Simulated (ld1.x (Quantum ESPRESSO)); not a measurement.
## u(r) = r·R(r): atom against pseudo-atom (iron (Fe))

Columns: radius, all-electron u(r) and pseudo u(r) of the 3s shell (level -94.49 eV) of iron in the configuration [Ne] 3s2 3p6 3d6 4s1.75 4p0.25; PW91, scalar-relativistic, TM semilocal scheme, ld1.x (Quantum ESPRESSO) 7.5.

| r (bohr) | all-electron | pseudo |
| --- | --- | --- |
| 0.078 | -0.0202 | 0.1048 |
| 0.155 | -0.6178 | 0.2163 |
| 0.232 | -0.5502 | 0.3441 |
| 0.310 | -0.1134 | 0.4972 |
| 0.388 | 0.3835 | 0.6756 |
| 0.465 | 0.7845 | 0.8662 |
| 0.542 | 1.0535 | 1.0447 |
| 0.620 | 1.1982 | 1.1764 |
| 0.698 | 1.2412 | 1.2317 |
| 0.775 | 1.2131 | 1.2117 |
| 0.852 | 1.1408 | 1.1408 |
| 0.930 | 1.0424 | 1.0424 |
| 1.008 | 0.9329 | 0.9329 |
| 1.085 | 0.8233 | 0.8233 |
| 1.162 | 0.7181 | 0.7181 |
| 1.240 | 0.6192 | 0.6192 |
| 1.318 | 0.5299 | 0.5299 |
| 1.395 | 0.4516 | 0.4516 |
| 1.472 | 0.3829 | 0.3829 |
| 1.550 | 0.3226 | 0.3226 |
| 1.628 | 0.2708 | 0.2708 |
| 1.705 | 0.2272 | 0.2272 |
| 1.782 | 0.1901 | 0.1901 |
| 1.860 | 0.1583 | 0.1583 |
| 1.938 | 0.1316 | 0.1316 |
| 2.015 | 0.1095 | 0.1095 |

Question: How many radial nodes do the two functions have?

Answer: The all-electron 3s function has n − l − 1 = 2 (the table is too coarse to show those close to the nucleus); the pseudo-wave has 0, since the states of the same l below it are removed with the core.

Question: At about which radius was the pseudo-wave matched?

Answer: 0.90 bohr, where the columns begin to agree (steps of 0.08 bohr).

Question: Where does each function peak?

Answer: Outermost all-electron maximum near 0.70 bohr, pseudo maximum near 0.70 bohr (to the table’s step).

Question: Is the pseudo-wave norm-conserving?

Answer: Yes: the TM semilocal scheme keeps the norm inside the radius equal to the all-electron one, which fixes the energy derivative of the logarithmic derivative at the level.
